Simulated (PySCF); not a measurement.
## Adding and removing an electron: GaSn

UHF; Ga cc-pVDZ-PP with ECP10, Sn cc-pVDZ-PP with ECP28; scalar-relativistic core potentials (PySCF 2.14). Neutral (UHF): quartet (σ ↑, π ↑↑), Re = 2.757 Å, ωe = 164 cm⁻¹, De = 1.26 eV, HOMO -6.94 eV, LUMO 0.40 eV.

GaSn⁺ (UHF): triplet (σ ↑, π ↑), Re = 3.269 Å, ωe = 87.1 cm⁻¹, De = 0.67 eV to Ga⁺ + Sn. The energies at the minima are -471.67187 hartree for GaSn and -471.44758 for GaSn⁺.

(1) Work out the adiabatic ionisation energy, without and with harmonic zero-point energies (1 hartree = 27.2114 eV, 1 eV = 8065.5 cm⁻¹), and the change of the bond length.

Spin–orbit coupling is left out, which matters for elements this heavy, above all for dissociation energies. For an ion De counts to the pair picked by the measured ionisation energies or electron affinities, which need not be the lowest pair at this level. Hartree–Fock leaves out correlation, which carries a large part of most bond energies and some tenths to 1 eV of ionisation energies. States were picked by a PBE0 search and need not be the measured ground states.

## Answers

(1) At UHF: 0.22429 hartree = 6.103 eV between the minima; the zero-point term (87.1 − 164.0)/2 cm⁻¹ = -0.005 eV makes it 6.098 eV. Re changes by +51.2 pm against the neutral. The electron leaves a π orbital, and the ion is left as a loose complex of an ion and an atom.
